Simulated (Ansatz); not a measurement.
Reaction (hydrogenolysis of a C–O bond): `Cc1cc(C)cc(O)c1` + H₂ → `Cc1cccc(C)c1` + H₂O

Calculated with Ansatz (gas phase, PBE0-D4/def2-TZVP geometries, no zero-point term in ΔE). CBS: MP2 limit from def2 TZ/QZ plus the TZ coupled-cluster correction, frozen cores. This one scheme is used for every species. Functionals use def2-TZVPP. B3LYP here is the variant with VWN-RPA as its local correlation; programs differ in this. HSE06 is defined as in plane-wave codes. One conformer a species, not always the lowest.

| level | ΔE (kJ/mol) | difference from CCSD(T)/CBS |
| --- | --- | --- |
| BLYP-D4 | -66.9 | 17.5 |
| B3LYP-D4 | -72.9 | 11.5 |
| PBE0 | -75.2 | 9.2 |
| B3LYP | -77.9 | 6.5 |
| r2SCANh | -69.6 | 14.8 |
| r2SCAN0 | -73.6 | 10.8 |
| HSE06 | -75.0 | 9.4 |
| BHLYP | -83.2 | 1.2 |
| LC-ωPBE | -75.7 | 8.7 |
| CCSD(T)/def2-SVP | -65.7 | 18.7 |
| HF/def2-QZVPP | -92.1 | -7.7 |
| MP2/def2-QZVPP | -85.1 | -0.7 |
| SCS-MP2/def2-QZVPP | -85.9 | -1.5 |
| HF/CBS(def2) | -92.2 | -7.8 |
| MP2/CBS(def2) | -86.6 | -2.2 |
| CCSD/CBS(def2) | -88.9 | -4.5 |
| CCSD(T)/CBS | -84.4 | 0 |

Largest T1 diagnostic among the species: 0.011.

From BLYP to BHLYP (50 % exact exchange), in def2-TZVPP and without D4, ΔE moves by −9.7 kJ/mol. Leaving LDA and LC-ωPBE aside and taking each functional with its dispersion term where it has one, the values, not all of them listed here, spread over 16.3 kJ/mol, from BHLYP-D4 to revPBE-D4. LDA lies +12.9 kJ/mol from PBE without D4.

CCSD(T)/CBS has its own doubt, a few kJ/mol and more with outer-core shells, so smaller differences from it don't rank the levels.
